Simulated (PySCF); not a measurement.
Correlation energy of Dy (dysprosium, neutral)

[Xe] 4f9 5d1 6s2, one real determinant (an excited configuration). Calculation: PySCF 2.14, in ANO-RCC-VTZP (8s7p5d3f2g1h, 104 functions); scalar relativity by spin-free X2C-1e. Frozen: [Kr] 4d10; 20 electrons correlated.

MP2 pair energies summed by pair of shells (mhartree):

```csv
pair,energy,share (%)
4f-4f,-259.89,33.1
4f-5p,-205.51,26.2
5p-5p,-117.82,15.0
4f-5s,-46.88,6.0
5s-5p,-34.46,4.4
5p-6s,-30.03,3.8
5p-5d,-26.06,3.3
6s-6s,-16.28,2.1
4f-5d,-14.40,1.8
4f-6s,-13.73,1.7
5d-6s,-8.89,1.1
5s-5s,-6.12,0.8
5s-5d,-3.43,0.4
5s-6s,-1.54,0.2
```

Total MP2 correlation energy: -785.06 mhartree.

Same-spin part -323.26 and opposite-spin part -461.80 mhartree; SCS-MP2 scales them by 1/3 and 6/5 to -661.91 mhartree.

The reference is one real determinant that mixes LS terms of this configuration.
